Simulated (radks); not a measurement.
Values are calculated unless marked as measured or tabulated.
Effect of the nuclear size on the thallium ion Tl+, [Hg]. Code: a radial shooting solver on a logarithmic mesh with Libxc functionals. Model: Dirac Kohn-Sham, PBE, spin-unpolarised, spherical densities, finite nucleus; Fermi nuclear charge, rms radius 5.4759 fm. The rms radius is varied about that value; shifts are against it.

rms radius (fm),total energy shift (eV),density at nucleus (e/bohr^3),1s1/2 shift (meV),2s1/2 shift (meV),4p1/2 shift (meV),5s1/2 shift (meV),5p1/2 shift (meV),6s1/2 shift (meV),6p1/2 (empty) shift (meV)
4.4245,-41.9,2.761e+06,-16700,-2520,-2.70,-29.1,0.742,-2.69,0.576
5.109,-15.2,2.598e+06,-6070,-913,-0.985,-10.6,0.268,-0.975,0.209
5.4759,0,2.523e+06,0.000,0.000,0.000,0.000,0.000,0.000,0.000
5.9578,20.9,2.435e+06,8330,1250,1.36,14.5,-0.366,1.34,-0.287
6.6313,51.7,2.326e+06,20600,3110,3.40,35.9,-0.904,3.32,-0.711

Slopes of the eigenvalues against <r^2> in GHz/fm^2, as finite differences over the two radii next to the reference (eigenvalue slopes, not the field-shift constants of lines): 1s1/2 371000, 2s1/2 55800, 4p1/2 60.5, 5s1/2 645, 5p1/2 -16.3, 6s1/2 59.6, 6p1/2 (empty) -12.8.
